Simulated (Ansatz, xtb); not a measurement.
Ranking isomers of C4H9BS

6 gas-phase structures of C4H9BS, from a drawn sample of its isomers (lower ones may exist). Each was relaxed with GFN2-xTB; where two conformers were screened, the lower at r2SCAN-D4/def2-SVP//GFN2-xTB is listed:

A. `BC1(S)CCC1`, a singlet
B. `B[C@@H]1CC[C@H]1S`, a singlet
C. `B[C@H]1C[C@@H](S)C1`, a singlet
D. `B[C@H]1C[C@H](S)C1`, a singlet
E. a singlet given by its coordinates
F. `B[C@@H]1CC[C@@H]1S`, a singlet

E (Å):

```xyz
15

C    -0.4612   -0.5612    0.7260
C    -0.3195   -0.4260   -0.7836
C     1.1063    0.1039   -0.5574
C     1.0375   -0.3633    0.9061
B    -1.6342   -0.1929    1.6875
S    -1.2032   -2.1443    1.3964
H    -2.6925    0.0544    1.2418
H    -1.3716    0.1049    2.7924
H    -2.0517   -2.3317    0.3817
H    -0.3314   -1.3739   -1.3224
H    -1.0257    0.2580   -1.2537
H     1.1713    1.1855   -0.6495
H     1.8834   -0.3540   -1.1658
H     1.5876   -1.2876    1.0804
H     1.3204    0.3647    1.6647
```

Close contacts (Å): C1–C2 1.52, C1–C4 1.52, C1–B5 1.56, C1–S6 1.87, C2–C3 1.54, C3–C4 1.54, B5–S6 2.02, C2–H10 1.09, C2–H11 1.09, C3–H12 1.09, C3–H13 1.09, C4–H14 1.09, C4–H15 1.09, B5–H7 1.17, B5–H8 1.17, S6–H9 1.34.

Q: Which do you expect lowest at r2SCAN-D4/def2-SVP//GFN2-xTB, and how would the others follow?

A: Calculated order at r2SCAN-D4/def2-SVP//GFN2-xTB: E (0.0), B (11.3), F (12.0), C (12.1), D (12.9), A (14.1) kcal/mol. Less than 1 kcal/mol parts B and F; F and C; C and D, so the order within those pairs means little.

Energies above the lowest of each column, in kcal/mol; the last columns are at r2SCAN-D4/def2-SVP geometries and were run for some of them only (a dash: not run or not comparable):

| structure | GFN2-xTB | HF/STO-3G | r2SCAN-D4/def2-SVP//GFN2-xTB | r2SCAN-D4/def2-SVP | CCSD(T)/def2-SVP + ΔMP2/def2-TZVPP |
| --- | --- | --- | --- | --- | --- |
| E | 0.0 | 0.0 | 0.0 | 0.0 | 0.0 |
| B | 7.9 | 9.5 | 11.3 | 11.2 | 9.5 |
| F | 10.0 | 12.0 | 12.0 | 12.0 | 10.7 |
| C | 9.3 | 11.0 | 12.1 | 12.3 | 10.4 |
| D | 9.7 | 11.6 | 12.9 | 12.6 | 11.0 |
| A | 9.4 | 12.2 | 14.1 | – | – |

Every level run on E puts it lowest or level with the lowest. CCSD(T)/def2-SVP + ΔMP2/def2-TZVPP orders those it was run on as E (0.0), B (9.5), C (10.4), F (10.7), D (11.0) kcal/mol. Less than 1 kcal/mol parts B and C; C and F; F and D, so the order within those pairs means little. Some further structures that were screened fall inside this span and aren't listed. Flexible structures stand in one conformer each, not always the lowest. Frequencies (GFN2-xTB) were run for B, C, D, E, F alone. ΔMP2 is the change of the MP2 energy from the smaller to the larger basis.

Over these structures GFN2-xTB departs from r2SCAN-D4/def2-SVP//GFN2-xTB by 1.1 kcal/mol on average once a common shift is removed. A GFN2-xTB relaxation took about 0.24 s and the r2SCAN-D4/def2-SVP//GFN2-xTB energy about 3.3 s on a shared host (Ansatz 0.2.0, xtb 6.7.1).
